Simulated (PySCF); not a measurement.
NICS in isomers of C5H10OSSi2.

NICS = −σ at a ghost point: NICS(0) at the centroid of the ring atoms, NICS(1) 1 Å to either side along the normal of their mean plane, zz for the tensor component along that normal. Level: GIAO PBE0/pcSseg-1 (PySCF, non-relativistic, gas phase) on the GFN2-xTB geometries, one conformer each. Atom numbers follow the mapped SMILES.

Question: Order these rings by mean NICS(1)zz, lowest (most negative) first (ppm).
A. ring C5–C6–C7–C8–S9 in `[SiH3:1][O:2][SiH2:3][CH2:4][c:5]1[cH:6][cH:7][cH:8][s:9]1`
B. ring C4–C5–O6–C7–S8–Si9 in `[CH:1]#[C:2][SiH2:3][C@@H:4]1[CH2:5][O:6][CH2:7][S:8][SiH2:9]1`
C. ring C5–C6–C7–C8–S9 in `[SiH3:1][O:2][CH2:3][SiH2:4][c:5]1[cH:6][cH:7][cH:8][s:9]1`

Answer: C (-28.3), A (-25.5), B (5.1).

| SMILES | ring | NICS(0) | NICS(1) | NICS(1)zz | HOMA | rms pucker (Å) | ring atoms with four or more neighbours |
| --- | --- | --- | --- | --- | --- | --- | --- |
| [SiH3]OC[SiH2]c1cccs1 | 5-membered ring with S; formal bonds all aromatic | -12.7 | -11.8 | -28.3 | 0.81 | 0.00 | 0 |
| [SiH3]O[SiH2]Cc1cccs1 | 5-membered ring with S; formal bonds all aromatic | -11.8 | -10.4 | -25.5 | 0.77 | 0.00 | 0 |
| C#C[SiH2][C@@H]1COCS[SiH2]1 | 6-membered ring with O, S and Si; formal bonds all single | -2.0 | -1.5 | 5.1 | – | 0.26 | 4 |

NICS(0) gives the same order. The isotropic NICS(1) gives the same order. HOMA uses Krygowski's 1993 parameters; it is left out where a ring has a four-coordinate atom, a triple bond, no multiple bond or a kind of bond without parameters. NICS(1) and NICS(1)zz are means over the two faces.
